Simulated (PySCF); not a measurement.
2-bromo-1,1-difluoroethane (C2H3BrF2), SMILES FC(F)CBr.

The structure is a stationary point at PBE0-D3(BJ)/def2-SVP. The values are those of a single conformer.

All values below come from CAM-B3LYP/def2-TZVP (PySCF).

```json
{
  "total_energy": "-2852.01935 hartree",
  "highest_occupied_level": "-9.75 eV",
  "lowest_empty_level": "0.77 eV",
  "orbital_gap": "10.53 eV",
  "dipole_moment": "1.48 D",
  "quadrupole, principal values (traceless, Buckingham form, about the centre of nuclear charge)": "-6.49, 1.19, 5.30 D·Å",
  "mean_static_polarisability": "44.2 bohr³ (6.55 Å³)",
  "polarisability_principal_values": "37.6, 39.1, 55.8 bohr³"
}
```
